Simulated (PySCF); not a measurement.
An element was calculated at r2SCAN (PySCF 2.14, ECP, a quadruple-zeta basis, no spin-orbit coupling), in the ground configurations that NIST lists.

- electron affinity: 0.412 eV
- first ionisation energy: 6.815 eV
- second ionisation energy: 15.438 eV
- third ionisation energy: 24.178 eV

Which element is it?

Tantalum (Ta, Z = 73), in def2-QZVPPD with the def2 core potential (60 electrons). NIST lists 7.550, 16.2 ± 0.5, 23.1 ± 1.6 eV for these ionisation energies.
